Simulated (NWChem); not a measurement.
Molecule: GeH₃OBr; SMILES [OH][GeH2][Br]

```xyz
6

Ge    -0.3658    -0.9201    -0.0002
O      1.1588    -1.8500    -0.0603
Br     0.0850     1.3825    -0.0066
H     -1.0991    -1.2755    -1.3024
H     -1.1522    -1.1903     1.3036
H      1.7110    -1.6774     0.7191
```
Atoms are numbered in this order, from 1.

Program: NWChem. Pople sets run with spherical d functions. Structure relaxed at the B3LYP/6-31G* (spherical d) level. Ions are spin-unrestricted doublets at the neutral geometry; other ion states weren't tried. Functional: LC-ωPBE (HJS hole) with 6-31G*; the question gives the range parameter ω in 1/bohr.

Predict the results for range parameter (1/bohr) 0.60. Quantities: vertical ionisation energy, ΔSCF (eV); −ε(HOMO) (eV).

vertical ionisation energy, ΔSCF (eV): 10.94
−ε(HOMO) (eV): 11.69
